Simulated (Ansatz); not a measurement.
`[SiH3]BS[SiH3]` + H₂O → `OBS[SiH3]` + SiH₄ at 500 K and 1 bar (formal hydrolysis of a B–Si bond).

Calculated with Ansatz (gas phase, PBE0-D4/def2-TZVP geometries, no zero-point term in ΔE). CCSD(T)/CBS is the MP2 limit (def2-TZVPP, def2-QZVPP) plus CCSD(T) − MP2 in def2-TZVPP, frozen cores. This one scheme is used for every species. One conformer a species, not always the lowest.

```csv
species,CCSD(T)/CBS energy (Eh),H − E (kJ/mol),S (J/(mol·K))
`[SiH3]BS[SiH3]`,-1004.95639,220.6,443.0
H₂O,-76.37941,73.2,206.3
`OBS[SiH3]`,-789.92150,186.8,389.1
SiH₄,-291.46306,102.4,230.9
```

H − E and S are ideal-gas, rigid-rotor, harmonic terms from PBE0-D4/def2-TZVP, for one conformer and one mirror image of each species. 1 Eh = 2625.50 kJ/mol, R = 8.31446 J/(mol·K).

Task: By hand: ΔE, ΔH, ΔS and ΔG.

Result: ΔE = (-789.92150) + (-291.46306) − (-1004.95639) − (-76.37941) = -0.04876 Eh = -128.0 kJ/mol. Δ(H − E) = 186.8 + 102.4 − 220.6 − 73.2 = -4.6, so ΔH = -132.6 kJ/mol. ΔS = 389.1 + 230.9 − 443.0 − 206.3 = -29.3 J/(mol·K). ΔG = -132.6 − 500 × (-29.3)/1000 = -117.9 kJ/mol.

Task: By hand: the equilibrium constant, and the temperature at which ΔG would vanish if ΔH and ΔS stayed fixed.

Result: log₁₀ K = −ΔG/(RT ln 10) = 12.3. ΔG = 0 at ΔH/ΔS = 4526 K, far beyond where these terms or the molecules hold.

ΔH outweighs TΔS. A doubt of 5 kJ/mol in ΔE shifts log₁₀ K by 0.5 here. Other conformers and mirror images would add mixing entropy, several J/(mol·K) or more a flexible species. Modes under 60 cm⁻¹, often nearly free rotors, make the harmonic entropy too high. These are equilibria of isolated gas molecules and say nothing of rates. Largest T1 diagnostic: 0.015 (customary marks: 0.02 for closed shells, 0.045 for open ones).
